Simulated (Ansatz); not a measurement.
`NBC(F)F` + H–F → `NBF` + `FCF` at 700 K and 1 bar (ligand exchange at a B–C bond).

Program: Ansatz. Geometries: PBE0-D4/def2-TZVP. ΔE: electronic, gas phase. CBS: MP2 limit from def2 TZ/QZ plus the TZ coupled-cluster correction, frozen cores. This one scheme is used for every species. One conformer a species, not always the lowest.

| species | CCSD(T)/CBS energy (Eh) | H − E (kJ/mol) | S (J/(mol·K)) |
| --- | --- | --- | --- |
| `NBC(F)F` | -319.57725 | 230.3 | 407.7 |
| H–F | -100.39570 | 45.2 | 198.5 |
| `NBF` | -181.19761 | 153.7 | 318.4 |
| `FCF` | -238.82660 | 120.2 | 293.9 |

H − E and S are ideal-gas, rigid-rotor, harmonic terms from PBE0-D4/def2-TZVP, for one conformer and one mirror image of each species. 1 Eh = 2625.50 kJ/mol, R = 8.31446 J/(mol·K).

By hand: ΔE, ΔH, ΔS and ΔG.

ΔE = (-181.19761) + (-238.82660) − (-319.57725) − (-100.39570) = -0.05126 Eh = -134.6 kJ/mol. Δ(H − E) = 153.7 + 120.2 − 230.3 − 45.2 = -1.6, so ΔH = -136.2 kJ/mol. ΔS = 318.4 + 293.9 − 407.7 − 198.5 = 6.1 J/(mol·K). ΔG = -136.2 − 700 × (6.1)/1000 = -140.5 kJ/mol.

By hand: the equilibrium constant, and the temperature at which ΔG would vanish if ΔH and ΔS stayed fixed.

log₁₀ K = −ΔG/(RT ln 10) = 10.5. ΔH and −TΔS have one sign here, so there is no such temperature.

The number of gas molecules stays the same, so ΔS is small and ΔH decides. A doubt of 5 kJ/mol in ΔE shifts log₁₀ K by 0.4 here. Other conformers and mirror images would add mixing entropy, several J/(mol·K) or more a flexible species. These are equilibria of isolated gas molecules and say nothing of rates. Largest T1 diagnostic: 0.013 (customary marks: 0.02 for closed shells, 0.045 for open ones).

ΔS is within the doubt of such terms, so its sign, and with it that verdict, could turn.
